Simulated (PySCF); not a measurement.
# Which determinant of BiBr lies lowest?

Unrestricted PBE0; PySCF, scalar-relativistic core potentials, basis sets Bi def2-TZVPP with ECP60, Br def2-TZVPP. Outer shells of the fragments: Bi 5d10 6s2 6p3; Br 3d10 4s2 4p5.

Followed along the bond (rough minima from three points):

```
2Ms+1    unpaired  ⟨S²⟩ at the start  R at minimum (Å)  Te (eV)
    3        π ↑↑               2.01              2.59     0.00
    1        π ↑↓               1.01              2.59     0.30
    1        none               0.00              2.58     1.12
    5  σ ↑, π ↑↑↑               6.01  none in the scan   ≤ 3.87
```

Solutions found at the starting distance of 2.575 Å, counted from the lowest of them; the search is not exhaustive and high or unbound solutions are not listed, so other states can lie among these:

```json
{"2Ms+1": "3", "unpaired": "π ↑↑", "term": "³Σ⁻", "E (eV)": "0.00", "⟨S²⟩": "2.01", "⟨Lz²⟩": "0.00", "μ (D)": "-2.75"}
{"2Ms+1": "1", "unpaired": "π ↑↓", "term": "mixed", "E (eV)": "0.30", "⟨S²⟩": "1.01", "⟨Lz²⟩": "2.02", "μ (D)": "-2.67"}
{"2Ms+1": "1", "unpaired": "none", "term": "mixed", "E (eV)": "1.12", "⟨S²⟩": "0.00", "⟨Lz²⟩": "2.01", "μ (D)": "-2.38"}
{"2Ms+1": "3", "unpaired": "σ ↑, π ↑", "term": "³Π", "E (eV)": "2.51", "⟨S²⟩": "2.01", "⟨Lz²⟩": "1.01", "μ (D)": "-2.45"}
{"2Ms+1": "1", "unpaired": "σ ↓, π ↑", "term": "mixed", "E (eV)": "2.75", "⟨S²⟩": "1.01", "⟨Lz²⟩": "1.01", "μ (D)": "-2.30"}
{"2Ms+1": "3", "unpaired": "π ↑↑", "term": "mixed", "E (eV)": "4.40", "⟨S²⟩": "2.01", "⟨Lz²⟩": "2.02", "μ (D)": "2.92"}
{"2Ms+1": "3", "unpaired": "σ ↑, π ↑", "term": "³Π", "E (eV)": "4.76", "⟨S²⟩": "2.01", "⟨Lz²⟩": "1.01", "μ (D)": "1.22"}
{"2Ms+1": "5", "unpaired": "σ ↑, π ↑↑↑", "term": "⁵Π", "E (eV)": "4.80", "⟨S²⟩": "6.01", "⟨Lz²⟩": "1.01", "μ (D)": "2.51"}
{"2Ms+1": "1", "unpaired": "σ ↓, π ↑", "term": "mixed", "E (eV)": "4.89", "⟨S²⟩": "1.01", "⟨Lz²⟩": "1.01", "μ (D)": "1.30"}
{"2Ms+1": "5", "unpaired": "σ ↑↑, π ↑↑", "term": "⁵Σ⁻", "E (eV)": "4.95", "⟨S²⟩": "6.01", "⟨Lz²⟩": "0.00", "μ (D)": "0.85"}
```

A term symbol is given only where ⟨S²⟩ and ⟨Lz²⟩ are close to those of a pure state; real π, δ and φ orbitals otherwise mix terms. A positive dipole means Bi(−)Br(+).

These are scalar-relativistic numbers at best; spin–orbit coupling would shift them, the dissociation energy most. Counting both spins, an empty level lies below a filled one in some of these solutions, because spin and occupation are held.
